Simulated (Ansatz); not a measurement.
Cost and result up the ladder for the cluster Al7F6 (13 atoms). The state is a doublet with charge 0. Geometry: PBE-D4/def2-SVP.

```
atom   x (Å)   y (Å)   z (Å)
 Al1  -1.902   0.577  -1.845
 Al2   0.350   2.041  -1.338
 Al3   1.503  -1.303   2.340
 Al4  -0.362  -0.927  -0.151
 Al5  -0.271   1.799   1.666
 Al6  -2.492   0.351   1.003
 Al7   2.351  -0.971  -1.720
  F8  -3.085   1.266  -0.541
  F9   1.555   0.822  -2.036
 F10   0.592   0.446   2.588
 F11  -0.133  -1.970   1.306
 F12   0.461  -1.739  -1.539
 F13   1.433  -0.392   0.268
```

Ansatz on 4 threads of Arm Neoverse V2 on a shared host. Times are rough, and most runs start from the orbitals of an earlier one. PBE0-D4/def2-SVP serves as the yardstick here, not as an exact answer. Differences are given only for rows in sets of like size (and for xTB, whose basis is part of the method), since another set adds its own error. Binding counts from free atoms at the same level (Al doublet, F doublet; other spins of the atoms weren't run), without zero-point energy or a counterpoise term.

B3LYP takes the VWN-RPA correlation. Correlated methods freeze 41 core orbitals. The structure comes from a short search, and lower isomers may exist.

Run but left out: HF/6-31G, MP2/def2-SVP (⟨S²⟩ 1.35 to 1.48, where a pure state has 0.75).

Correlated methods converge slowly with the basis, most of all in double-zeta sets.

```csv
level,functions,wall time
HF/STO-3G,93,4.2 s
LDA (SPW92)/def2-SVP,210,4.3 s
PBE-D4/def2-SVP,210,9 s
B3LYP-D4/6-31G,145,12 s
RPA@PBE/def2-SVP,210,17 s
PBE0-D4/def2-SVP,210,18 s
r2SCAN-D4/def2-SVP,210,30 s
B97M-V/def2-SVP (with forces),210,46 s
```

(1) Estimate what each level gives for the binding energy per atom (eV).

## Answers

(1) 
```json
{"level": "HF/STO-3G", "binding energy per atom (eV)": "3.19", "difference from PBE0-D4/def2-SVP (eV)": "–", "remarks": "HOMO above zero, spin-contaminated (⟨S²⟩ 0.92)"}
{"level": "LDA (SPW92)/def2-SVP", "binding energy per atom (eV)": "4.36", "difference from PBE0-D4/def2-SVP (eV)": "0.70", "remarks": "–"}
{"level": "PBE-D4/def2-SVP", "binding energy per atom (eV)": "3.85", "difference from PBE0-D4/def2-SVP (eV)": "0.19", "remarks": "–"}
{"level": "B3LYP-D4/6-31G", "binding energy per atom (eV)": "3.35", "difference from PBE0-D4/def2-SVP (eV)": "–", "remarks": "–"}
{"level": "RPA@PBE/def2-SVP", "binding energy per atom (eV)": "3.14", "difference from PBE0-D4/def2-SVP (eV)": "-0.52", "remarks": "–"}
{"level": "PBE0-D4/def2-SVP", "binding energy per atom (eV)": "3.66", "difference from PBE0-D4/def2-SVP (eV)": "0.00", "remarks": "–"}
{"level": "r2SCAN-D4/def2-SVP", "binding energy per atom (eV)": "3.75", "difference from PBE0-D4/def2-SVP (eV)": "0.08", "remarks": "–"}
{"level": "B97M-V/def2-SVP (with forces)", "binding energy per atom (eV)": "3.76", "difference from PBE0-D4/def2-SVP (eV)": "0.10", "remarks": "–"}
```
